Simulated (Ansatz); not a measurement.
# What each rung costs, and what it gives

Saddle point of BNH$_{4}$OF$_{2}$, closed shell (BNH₂F₂ ([NH2][B]([F])[F]) + H₂O → BHOF₂ ([OH][B]([F])[F]) + NH₃ (still joined by a long B–N bond); bonds formed: B1–O6, N2–H5; bonds broken: H5–O6; bonds weakened to dative contacts: B1–N2), PBE0-D4/def2-TZVP structure:

B1  (-0.414, 0.421, -0.331)
N2  (1.050, -0.061, -0.104)
F3  (-1.024, -0.183, -1.393)
F4  (-0.607, 1.754, -0.218)
H5  (0.238, -0.595, 0.865)
O6  (-0.883, -0.315, 1.014)
H7  (1.717, 0.653, 0.155)
H8  (1.434, -0.650, -0.829)
H9  (-1.510, -1.024, 0.842)
(Å)

Barriers are electronic and count from the start structure reached by relaxing down the imaginary mode.

Computed with Ansatz 0.2.0 (basis: as named in each row); correlated methods freeze the cores. B3LYP uses VWN-RPA correlation. Extrapolation: Hartree–Fock as exp(−7.88 √X), correlation as X^−2.97.

Times are rough, for one single point on 4 threads of a shared host (AMD EPYC).

The estimate by CCSD(T) at an estimated basis limit (MP2 extrapolated from triple and quadruple zeta, plus CCSD(T) − MP2 in triple zeta) is 16.86 kcal/mol.

```tsv
method	basis	time (s)	barrier (kcal/mol)	method less estimate
HF	STO-3G	under 1	5.24	-11.62
PBE-D4	STO-3G	under 1	-20.54	-37.40
SPW92	def2-SVP	under 1	-5.37	-22.23
PBE-D4	def2-SVP	1	5.27	-11.59
B3LYP-D4	6-31G	1	8.70	-8.16
PBE0-D4	def2-SVP	2	7.83	-9.03
SPW92	def2-TZVPP	2	2.15	-14.71
BLYP-D4	def2-TZVPP	2	17.07	0.21
PBE-D4	def2-TZVPP	2	11.79	-5.07
B3LYP-D4	def2-TZVPP	2	17.71	0.85
BHLYP-D4	def2-TZVPP	2	19.90	3.04
PBE0-D4	def2-TZVPP	3	13.42	-3.44
CAM-B3LYP-D4	def2-TZVPP	3	16.20	-0.66
r2SCAN-D4	def2-TZVPP	3	13.31	-3.55
r2SCAN0-D4	def2-TZVPP	4	14.38	-2.48
RPA on PBE	def2-TZVPP	4	15.81	-1.05
wB97M-V	def2-SVP	5	9.14	-7.72
PBE-QIDH	def2-TZVPP	5	14.21	-2.65
B2PLYP	def2-TZVPP	6	17.34	0.48
B97M-V	def2-TZVPP	6	17.70	0.84
wB97X-V	def2-TZVPP	6	15.39	-1.47
wB97M-V	def2-TZVPP	7	15.56	-1.30
CCSD(T)	def2-SVP	8	14.39	-2.47
MP2	def2-QZVPP	29	15.45	-1.41
CCSD(T)	def2-TZVPP	130	16.07	-0.79
```

All methods are single points on the PBE0-D4 structures; a negative value means that the method puts the saddle structure below the start.

No T1 diagnostic of these runs exceeds 0.011.

The step is the kind of ligand exchange by which a precursor binds to a hydroxyl group, or is hydrolysed, in atomic layer deposition of oxides.

Labels in which every atom is bracketed show which atoms are joined, not bond orders.
